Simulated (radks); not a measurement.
Values are calculated unless marked as measured or tabulated.
Question: The osmium ion Os42+, 34 electrons, occupied as [Ar] 3d10 4s2 4p4 (the NIST ground configuration). Level of theory: Dirac Kohn-Sham, PBE, spin-unpolarised, spherical densities, point nucleus; open shells are shared between the two j in proportion to 2j + 1 (a radial shooting solver on a logarithmic mesh with Libxc functionals). Some entries of the table are withheld. Estimate them.

orbital     occ.  eigenvalue (Ry)  <r> (bohr)
1s1/2          2        -5569.326     0.01773
2s1/2          2              (1)     0.07416
2p1/2          2              (2)     0.06123
2p3/2          4              (3)     0.06940
3s1/2          2        -360.1165      0.1907
3p1/2          2        -342.6478      0.1806
3p3/2          4        -317.2122      0.1948
3d3/2          4        -288.6623      0.1696
3d5/2          6        -283.0898      0.1740
4s1/2          2        -169.0904         (4)
4p1/2    1.33333        -161.5767         (5)
4p3/2    2.66667        -153.3518         (6)

Answer: 
(1) 2s1/2 eigenvalue (Ry): -1090.005
(2) 2p1/2 eigenvalue (Ry): -1050.057
(3) 2p3/2 eigenvalue (Ry): -937.2768
(4) 4s1/2 <r> (bohr): 0.3842
(5) 4p1/2 <r> (bohr): 0.3805
(6) 4p3/2 <r> (bohr): 0.4011
